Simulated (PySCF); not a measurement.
# Curvature of the energy in the electron number along the 4p block

Calculated with PySCF 2.14, in def2-TZVP, non-relativistic: one orbital is emptied in steps, and each cell gives the departure of E from the straight line at half an electron, in eV (from a cubic fit). The exact functional gives zero.

```csv
species,orbital,LDA,PBE,r2SCAN,PBE0,BHandHLYP,LC-wPBE,wB97X,UHF
Ga,4p alpha,-0.80,-0.78,-0.72,-0.56,-0.38,0.00,-0.07,0.07
Ge,4p alpha,-0.93,-0.90,-0.83,-0.64,-0.42,-0.02,-0.10,0.11
As,4p alpha,-1.04,-1.01,-0.94,-0.72,-0.45,-0.06,-0.13,0.14
Se,4p beta,-1.04,-1.00,-0.90,-0.70,-0.45,-0.03,-0.19,0.20
Br,4p beta,-1.15,-1.10,-1.01,-0.77,-0.47,-0.07,-0.20,0.24
Kr,4p beta,-1.25,-1.21,-1.11,-0.84,-0.50,-0.12,-0.23,0.27
```

Question: How does the mean departure depend on the functional?

Answer: LDA -1.04 eV; PBE -1.00 eV; r2SCAN -0.92 eV; PBE0 -0.70 eV; BHandHLYP -0.45 eV; LC-wPBE -0.05 eV; wB97X -0.15 eV; UHF 0.17 eV. Semilocal functionals are convex (delocalisation error), Hartree-Fock is concave or straight, and exact exchange removes curvature roughly in proportion to its share, so among the functionals the range-separated hybrids usually come closest to zero.

No spin-orbit coupling is included.
